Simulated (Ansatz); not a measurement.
Reaction (hydrogenolysis of a B–Br bond): `NB(Cl)Br` + H₂ → `NBCl` + HBr

Computed with Ansatz on PBE0-D4/def2-TZVP structures; ΔE is electronic, products minus reactants. CCSD(T)/CBS adds triple-zeta CCSD(T) − MP2 to the extrapolated MP2 energy (def2 sets, frozen cores). This one scheme is used for every species. Functionals use def2-TZVPP. B3LYP here is the variant with VWN-RPA as its local correlation; programs differ in this. HSE06 is defined as in plane-wave codes. For Br outer-core shells are correlated without core-valence functions, which leaves a few kJ/mol of doubt a bond. Scalar relativity is left out up to krypton. Each species was taken in one conformer, which may not be the lowest.

```tsv
level	ΔE (kcal/mol)	difference from CCSD(T)/CBS
B3LYP-D4	10.6	-0.9
r2SCAN0-D4	11.7	0.2
HSE06-D4	11.4	-0.1
BHLYP-D4	9.9	-1.6
ωB97M-V	10.9	-0.6
revPBE	10.0	-1.5
BLYP	8.2	-3.3
B3LYP	8.2	-3.3
CAM-B3LYP	8.1	-3.4
LC-ωPBE	9.5	-2.0
MP2/def2-SVP	12.5	1.0
CCSD(T)/def2-SVP	9.9	-1.6
MP2/def2-TZVPP	13.4	1.9
SCS-MP2/def2-TZVPP	11.4	-0.1
HF/def2-QZVPP	5.6	-5.9
CCSD/CBS(def2)	10.3	-1.2
CCSD(T)/CBS	11.5	0
```

Largest T1 diagnostic among the species: 0.011.

From r2SCAN to r2SCAN0 (25 % exact exchange), in def2-TZVPP and without D4, ΔE moves by −0.7 kcal/mol. At CCSD(T), def2-SVP lies −1.6 kcal/mol from the extrapolated value and def2-TZVPP −0.9 kcal/mol.
